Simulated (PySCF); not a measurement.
# How methods differ on the excitation energy of B⁺

B⁺ [He] 2s2 (1S) → B⁺ [He] 2s1 3s1 (3S), as a difference of total energies. Computed with PySCF 2.14 in aug-cc-pVQZ (6s5p4d3f2g, 80 functions), with no relativity, point nucleus. Correlated levels: valence: 1s2 frozen. The calculations carry no spin-orbit coupling.

| method | excitation energy (eV) |
| --- | --- |
| UHF | 14.631 |
| LDA | 15.373 |
| PBE | 15.363 |
| PBE0 | 15.381 |
| r2SCAN | 15.287 |
| B3LYP | 15.607 |
| wB97X-V | 15.678 |
| CAM-B3LYP | 15.699 |
| M06 | 15.330 |
| MP2 (valence) | 15.574 |
| SCS-MP2 (valence) | 15.844 |

Problem. How much does correlation contribute at MP2 (valence)?

Solution. 15.574 − (14.631) = 0.943 eV, measured against UHF.

Errors of the correlated levels include the incompleteness of this basis and the frozen core.

For comparison: 16.090 eV (measured; NIST levels).
